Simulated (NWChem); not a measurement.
**Total energies of NS**

SMILES: S=[N]
```xyz
2

N      0.0000     0.0000     1.0445
S      0.0000     0.0000    -0.4570
```
Charge 0, spin multiplicity 2.

Everything below was run with NWChem. Structure: optimised with UPBE0/def2-SVP, a minimum by its harmonic frequencies.

Basis set: def2-TZVP (68 functions).

```json
[
 {"method": "UHF", "total energy (Ha)": "-451.95369", "relative cost": "1"},
 {"method": "UMP2", "total energy (Ha)": "-452.25673", "relative cost": "under 3"},
 {"method": "UB2PLYP", "total energy (Ha)": "-452.73870", "relative cost": "under 3"},
 {"method": "UPBE", "total energy (Ha)": "-452.67504", "relative cost": "under 3"},
 {"method": "UB3LYP", "total energy (Ha)": "-452.91834", "relative cost": "under 3"},
 {"method": "ULC-wPBE (omega 0.3 per bohr)", "total energy (Ha)": "-452.70230", "relative cost": "under 3"}
]
```

Total energies of different functionals aren't comparable as a measure of quality: only differences taken within one method are. The cost column gives rough processor time relative to UHF; each entry includes its own SCF.

The correlated methods keep 6 core orbitals frozen. B3LYP has NWChem's definition, with VWN1-RPA local correlation. GW and range-separated runs recompute their integrals, the others keep them in memory, which bears on the times. The structure started from a generated list of species. The unpaired electrons of the parent sit in orbitals of symmetry b1 (C2v labels of the run); other states weren't searched. The stability of the SCF solutions was not checked. Open-shell Hartree-Fock references start from PBE0 orbitals; any time given for them includes that run.
